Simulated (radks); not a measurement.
Question: Excited configurations of Zr II: one electron is placed in a higher orbital outside [Kr] 4d2. The ground configuration is [Kr] 4d2 5s1. Method: scalar-relativistic Kohn-Sham, LDA (Slater exchange, Perdew-Wang correlation), spin-polarised, spherical densities, point nucleus; open shells are filled with parallel spins first (spin-orbit coupling, left out, can overturn this in heavy ions); computed with a radial shooting solver on a logarithmic mesh with Libxc functionals. Excitation = E - E(ground); binding = E(ion) - E, where the ion is the core of charge +2; n* = 2/sqrt(2 binding) in atomic units, and the quantum defect is n - n*.

outer orbital  excitation (eV)  binding (eV)     n*  quantum defect  eigenvalue (eV)  <r> (bohr)
4f                      10.022         3.687  3.842           0.158           -2.603       8.034
5p                       3.939         9.770  2.360           2.640           -7.411       4.093
5d                       8.395         5.314  3.200           1.800           -3.970       6.553
6s                       7.694         6.015  3.008           2.992           -4.806       7.131
6p                       8.875         4.833  3.356           2.644           -3.824       8.447
6d                      10.523         3.186  4.133           1.867           -2.492       12.00
7p                      10.774         2.935  4.306           2.694           -2.366       14.14
7d                      11.583         2.126  5.059           1.941           -1.704       18.81

Estimate the row for 5f.

Answer: excitation (eV) 11.212; binding (eV) 2.497; n* 4.669; quantum defect 0.331; eigenvalue (eV) -1.890; <r> (bohr) 13.88. The Delta-SCF ionisation energy is 13.709 eV (NIST Atomic Spectra Database: 13.130 eV, measured). Self-interaction in the functional shifts the binding energies and quantum defects, so they are the method's values and not measured ones. Open shells are spherical and high-spin; term and fine-structure splittings are not resolved.
